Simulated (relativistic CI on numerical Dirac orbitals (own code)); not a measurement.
## Hyperfine structure of Re LIX, mass number 185

Method of calculation: Dirac-Coulomb-Breit CI, orbitals from a KLI potential per configuration, a model potential for QED, unscaled Slater integrals (own radial code, finite nucleus).

Configuration list (outside the closed core [Ne]): 3s2 3p5, 3s2 3p4 3d, 3s 3p6, 3s 3p5 3d, 3s 3p4 3d2, 3p6 3d, 3s2 3p3 3d 4p, 3s 3p4 3d 4s, 3p6 4s, 3s2 3p4 4s, 3p6 4p, 3s2 3p4 4p, 3s2 3p3 3d2, 3s2 3p2 3d3, 3s 3p3 3d3, 3s2 3p2 3d2 4s, 3s2 3p2 3d2 4p. Double excitations out of closed p, d and f shells are left out; levels of such configurations are missing from the list, as are those of other unlisted configurations, and high levels can miss mixing partners.

Nuclear spin I = 5/2, μ = 3.176 μN, Q = 2.07 b (tables of Stone and Pyykkö). The electronic factors are computed for point nuclear moments, without core polarisation or the Bohr-Weisskopf and QED corrections.

| Level | E (cm⁻¹) | A (GHz) | B (GHz) |
| --- | --- | --- | --- |
| 3s2 3p5 2P°_3/2 | 0 | 281.2 | -918 |
| 3s2 3p4 3d 4P_1/2 | 1994511 | 436.1 |  |
| 3s2 3p4 3d 2D_3/2 | 2176954 | 159.6 | 578 |
| 3s2 3p4 3d 4F_9/2 | 2647263 | 159.4 | 255 |
| 3s2 3p4 3d 2P_1/2 | 2703558 | -156.9 |  |
| 3s2 3p4 3d 2D_5/2 | 2886325 | 81.21 | 1060 |
| 3s2 3p4 3d 2D_5/2 | 2975075 | 120.7 | -845 |
| 3s2 3p5 2P°_1/2 | 2993269 | 2545 |  |

Levels with J = 0, under 50 % of one LS term, or S terms without an open s electron are left out. Small factors come from cancelling terms and can be off by tens of per cent or more.

At this charge energies of transitions that change n are usually good to better than 1 %, and those within a shell (Δn = 0) to a few per cent.

Give the hyperfine levels of 3s2 3p4 3d 4P_1/2 relative to its centre of gravity.

With K = F(F + 1) − I(I + 1) − J(J + 1), E = AK/2: F = 2: -763.1, F = 3: 545.1 GHz.

LS names give the leading component of a level, which can be under half, so a name can repeat, a term be missing and a line seem to break the LS rules.
